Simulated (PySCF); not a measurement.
Deuteron quadrupole couplings in `C=CC[Si@@H](Cl)SC`

Compound: C₄H₉ClSSi.
Z-matrix (Å and degrees, GFN2-xTB geometry), rows numbered from 1:
```
C 
C   1  1.3198
C   2  1.4911  1  124.40
Si  3  1.9008  2  111.07  1  -108.94
Cl  4  2.0287  3  110.61  2   179.15
S   4  2.1491  3  106.91  2   -61.02
C   6  1.8206  4  100.73  3  -167.80
H   1  1.0761  2  122.00  3   179.40
H   1  1.0782  2  121.69  3    -1.10
H   2  1.0815  1  120.56  3  -178.53
H   3  1.0925  2  109.35  1   130.41
H   3  1.0902  2  110.06  1    12.26
H   4  1.4590  3  113.18  2    58.89
H   7  1.0849  6  109.52  4    54.48
H   7  1.0846  6  106.71  4   173.76
H   7  1.0852  6  109.58  4   -67.06
```

Level: PBE0/pcSseg-1 (PySCF, non-relativistic); Q(2H) = 0.00286 b; rigid geometry, the same for H and D, with no vibrational averaging.

Question: Rank these positions by the coupling χzz of a deuteron there, largest first.
A. H12 (methylene hydrogen)
B. H8 (vinylic hydrogen)
C. H13 (Si–H hydrogen)
D. H15 (methyl hydrogen)

Answer: B (228 kHz), D (213 kHz), A (209 kHz), C (109 kHz).

Q: Tabulate Vzz, the asymmetry η and χzz = 234.96 MHz × Q × Vzz for every hydrogen position.

A: 
```csv
atom,bonded to,bond length (Å),Vzz (au),η,χzz (kHz)
H8,C1,1.076,0.3396,0.05,228
H9,C1,1.078,0.3352,0.06,225
H10,C2,1.081,0.3230,0.06,217
H11,C3,1.093,0.3071,0.03,206
H12,C3,1.090,0.3112,0.03,209
H13,Si4,1.459,0.1628,0.01,109
H14,C7,1.085,0.3114,0.04,209
H15,C7,1.085,0.3176,0.05,213
H16,C7,1.085,0.3151,0.04,212
```

Q: Average by the element that carries the hydrogen.

A: on C: 215 kHz over 8 positions, mean bond length 1.084 Å; on Si: 109 kHz over 1 position, mean bond length 1.459 Å.

Q: How does χzz go with the bond length over the 8 C–H bonds?

A: A straight-line fit has a slope of -13.4 kHz for each 0.01 Å, with a correlation coefficient of -0.94, over lengths from 1.076 to 1.093 Å. The longer bonds have the smaller couplings here.

Q: Give the 2H NMR doublet splittings at H11 for a magnetic field along the z, y and x axes of the gradient: 3χ/2, 3χ(1 + η)/4, 3χ(1 − η)/4.

A: With |χ| = 206.4 kHz and η = 0.031: 310, 160 and 150 kHz, to first order and without motion.

The structure is a single GFN2-xTB conformer in the gas phase; no vibrational or solvent corrections. GFN2-xTB bond lengths can be off by several hundredths of an ångström, more for odd bonds, and the gradients follow them. A larger basis could move these couplings by a tenth or more.
